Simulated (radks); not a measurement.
Spin polarisation of the 5d8 shell in the gold ion Au3+. Start: [Xe] 4f14 5d(up 4, down 4); electrons of 5d are moved from spin down to spin up, other shells keep equal spins. All-electron calculation, scalar-relativistic Kohn-Sham, BLYP, spin-polarised, spherical densities, finite nucleus; Fermi nuclear charge, rms radius of each element as measured or else 0.836 A^(1/3) + 0.57 fm. Program: a radial shooting solver on a logarithmic mesh with Libxc functionals.

| moment (Bohr magnetons) | E - E(0) (eV) | e(5d up) (eV) | e(5d down) (eV) | 5p down minus up (eV) |
|---|---|---|---|---|
| 0 | 0.000 | -40.497 | -40.497 | 0.000 |
| 0.5 | -0.043 | -40.666 | -40.320 | 0.321 |
| 1 | -0.173 | -40.828 | -40.136 | 0.642 |
| 1.5 | -0.389 | -40.982 | -39.946 | 0.963 |
| 2 | -0.691 | -41.127 | -39.750 | 1.282 |

At moment 2 the spin-polarisation energy is -0.691 eV and the 5d exchange splitting 1.377 eV, that is 0.689 eV per Bohr magneton; E = -I m^2/4 would give I = 0.691 eV.
